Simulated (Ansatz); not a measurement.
Reaction (substitution at a C–N bond): `CC(C)[NH][In]([Cl])[Cl]` + `CC(C)[O][Sn][OH]` → `CC(C)[O][Sn][O]C(C)C` + `[NH2][In]([Cl])[Cl]`

Isolated molecules relaxed with PBE0-D4/def2-TZVP in Ansatz; ΔE leaves out vibrations. CCSD(T)/CBS adds triple-zeta CCSD(T) − MP2 to the extrapolated MP2 energy (def2 sets, frozen cores). DFT in def2-TZVPP. Elements past krypton have def2 core potentials. For In, Sn outer-core shells are correlated without core-valence functions, which leaves a few kJ/mol of doubt a bond. Each species was taken in one conformer, which may not be the lowest.

```csv
level,ΔE (eV)
PBE-D4,-0.01
MP2/CBS(def2),0.04
```

Task: What does CCSD(T)/CBS give? (Best estimate.)

Result: The calculation gave: 0.00 eV. The listed levels differ from it by -0.01, 0.04 eV.

Largest T1 diagnostic among the species: 0.016.

In def2-TZVPP, CCSD(T) changes the Hartree–Fock value by +0.14 eV (the triples alone add +0.01 eV) and MP2 by +0.18 eV. The D4 term adds +0.04 eV with B3LYP and +0.02 eV with PBE0; it sums over pairs of atoms, weighted by their polarisabilities, and B3LYP, whose exchange is more repulsive, gets the larger term.

B3LYP here is the variant with VWN-RPA as its local correlation; programs differ in this.
